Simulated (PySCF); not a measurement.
**How methods differ on the ionisation energy of Pb⁶⁴⁺**

Pb⁶⁴⁺ [Ar] (1S) → Pb⁶⁵⁺ [Ne] 3s2 3p5 (2P), as a difference of total energies. Computed with PySCF 2.14 in an uncontracted even-tempered set (17 s from 19 bohr⁻², ratio 2.5; 12 p from 25 bohr⁻², ratio 2.5; 4 d from 100 bohr⁻², ratio 2.7; 4 f from 150 bohr⁻², ratio 2.7), with scalar relativity by spin-free X2C-1e. Correlated levels: outer shells: 1s2 frozen; virtual orbitals above 40 to 60 times the deepest correlated orbital energy dropped. The calculations carry no spin-orbit coupling.

```
                method  ionisation energy (eV)
                   UHF                  7541.8
                   LDA                  7541.7
                   PBE                  7542.8
                  PBE0                  7543.1
                r2SCAN                  7544.5
                PBEsol                  7541.9
                 B3LYP                  7543.3
    MP2 (outer shells)                  7543.0
SCS-MP2 (outer shells)                  7542.8
```

A first-order spin-orbit estimate (lowest level to lowest level, LS coupling) adds -173.7 eV.

Breit and QED terms and the two-electron picture change are absent.

For comparison: 7362 ± 24 eV (theoretical estimate listed by NIST; NIST Atomic Spectra Database, ionization energies).
